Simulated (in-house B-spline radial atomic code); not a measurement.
Values are calculated unless marked as measured or tabulated.
**Br in an electron gas of r_s = 2.07: phase shifts, screening, friction and resistivity**

A nucleus sits in a uniform electron gas with a rigid positive background. The Kohn-Sham equations are solved self-consistently in the spin-unpolarised LDA (PW92), non-relativistic, on B-splines with outgoing waves at the boundary and partial waves to l = 8. The model has no lattice, no bands and no magnetic solution. Atomic units; δ_l are the phase shifts at the Fermi level, counted so that each bound state adds π, and good to about 0.0005.

The density parameter is r_s = 2.07 bohr, near that of the valence electrons of Al (3 per atom, density 2.7 g/cm³, mass 26.98 u, which gives r_s = 2.07).

```json
{"l": "0", "δ_l (rad)": "10.8125"}
{"l": "1", "δ_l (rad)": "8.2410"}
{"l": "2", "δ_l (rad)": "3.7541"}
{"l": "3", "δ_l (rad)": "0.0766"}
{"l": "4", "δ_l (rad)": "0.0120"}
{"l": "5", "δ_l (rad)": "0.0024"}
{"l": "6", "δ_l (rad)": "0.0005"}
{"l": "7", "δ_l (rad)": "0.0003"}
{"l": "8", "δ_l (rad)": "0.0001"}
```

Bound levels below the band bottom (hartree): s -8.028, p -5.918, d -2.142, s -0.4097, p -0.02643 and deeper ones.

Problem. Check the Friedel sum rule, and say where the screening charge sits.

Solution. k_F = (9π/4)^(1/3)/r_s = 0.92713. The rule is Z = (2/π) Σ (2l + 1) δ_l. The terms are s 6.883, p 15.739, d 11.950, f 0.341 and 0.094 beyond, in all 35.007 against Z = 35. Bound states hold 8 s, 18 p, 10 d electrons, so the scattering states carry -0.99 in all; where a term is smaller than its bound count, the bound level has drawn weight out of the band.

Problem. Find the transport cross section and the electronic stopping of a 2 keV Br ion (mass 79.9 u).

Solution. σ_tr = (4π/k_F²) Σ (l + 1) sin²(δ_l − δ_(l+1)). The terms for l = 0 to 3 are 0.2913, 1.9000, 0.7822, 0.0167, all together 2.9907, so σ_tr = 14.619 × 2.9907 = 43.722 bohr². With n = 3/(4π r_s³) = 0.02692, the friction coefficient is Q = n k_F σ_tr = 1.0910. For v well below v_F = 0.927, dE/dx = Q v; with 24801 eV per u at v = 1, v = √(2000/(24801 × 79.9)) = 0.0318, so dE/dx = 0.03466 hartree/bohr = 17.8 eV/nm. The largest term couples the p and d waves.

Problem. What residual resistivity would 1 atomic per cent of such centres give in Al?

Solution. Δρ = k_F n_i σ_tr/n in atomic units of 21.74 μΩ·cm. With one host atom per 3 electrons, n_i/n = 0.01/3, so Δρ = 0.9271 × 0.00333 × 43.722 × 21.74 = 2.94 μΩ·cm. This is an atom added to the gas, as on an interstitial site.

Problem. On a substitutional site the background of one host ion, a sphere holding 3 charges, is taken out. The phase shifts for l = 0 to 4 become 10.5207, 7.8835, 3.2321, -0.0039, -0.0028. What follows?

Solution. The Friedel sum is now 32.01, for Z − 3 = 32. The sum in σ_tr is 2.2528, so σ_tr = 32.93 bohr² and Δρ = 2.21 μΩ·cm per atomic per cent, 0.75 times the value above. A real host ion scatters too, so this model doesn't give zero even for the host's own atom.
